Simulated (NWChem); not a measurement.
# H2SeSO; SMILES O[Se]S

```xyz
5

Se     0.4212     0.4555     0.0034
O     -1.1265     1.3795    -0.0559
H     -1.4422     1.4556     0.8549
S     -0.2185    -1.6344     0.0477
H     -0.3701    -1.8275    -1.2857
```
Atoms are numbered in this order, from 1.

Computed with NWChem. Coordinates come from a PBE0/def2-SVP optimisation. Level M06-L/def2-SVP: energy and gradient on several grids; changes count from the extra-fine grid, which is no exact limit either.

Q: Which is the coarsest grid (coarse; xfine; medium; fine; xcoarse) from which on the energy stays within 50 μHa and each gradient component within 100 μHa/bohr of xfine?

A: fine.
```
grid     size of the energy change (μHa)  largest change of a gradient component (μHa/bohr)
-------  -------------------------------  -------------------------------------------------
xcoarse                             7000                                               4000
coarse                               200                                                300
medium                              < 10                                                400
fine                                < 10                                                 40
xfine                               < 10                                               < 30
```
